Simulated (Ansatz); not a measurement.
Ideal-gas functions of Cl3H2NSn, SMILES `[NH2][Sn]([Cl])([Cl])[Cl]` at 800 K and 1 bar, from an Ansatz frequency run at PBE0-D4/def2-TZVP.

Molar mass 241.09 g/mol, point group Cs (symmetry number 1), electronic degeneracy 1, moments of inertia 366.492, 378.081, 494.741 u Å². Harmonic wavenumbers (cm⁻¹, unscaled): 51, 98, 123, 127, 149, 159, 370, 389, 400, 556, 670, 885, 1559, 3533, 3633.

Use S(trans) = R[1.5 ln M + 2.5 ln T − 1.1517]; rotational temperatures θ = 24.2544 K / I; S(rot) = R[ln(√π/σ · √(T³/θAθBθC)) + 1.5]; for each mode x = 1.438777 ν̃/T, S = R[x/(eˣ − 1) − ln(1 − e⁻ˣ)] and H = RT x/(eˣ − 1); 1 cm⁻¹ = 0.0119627 kJ/mol; R = 8.31446 J/(mol·K).

Problem. By hand: the entropy, in J/(mol·K).

Solution. Translation 197.8. Rotation: θ = 0.0662, 0.0642, 0.049 K, giving 135.8. Vibration, mode by mode: 28.18, 22.76, 20.87, 20.61, 19.29, 18.75, 11.85, 11.45, 11.23, 8.65, 7.25, 5.28, 2.02, 0.11, 0.09, in all 188.4. Electronic 0.0. Sum 522.0 J/(mol·K).

Problem. By hand: H − E and G − E in kJ/mol, counted from the electronic energy.

Solution. Zero-point energy ½ × 12702 × 0.0119627 = 76.0; thermal vibration 61.0; translation, rotation and pV give 4 RT = 26.6. H − E = 163.6 kJ/mol, and G − E = 163.6 − 800 × 522.0/1000 = -254.0 kJ/mol.

Vibration gives 36 % of the entropy, 111.7 J/(mol·K) of it from the modes under 150 cm⁻¹: soft modes count most, and the harmonic formula is weakest for them. The sum counts one conformer and one mirror image; others add a mixing term.
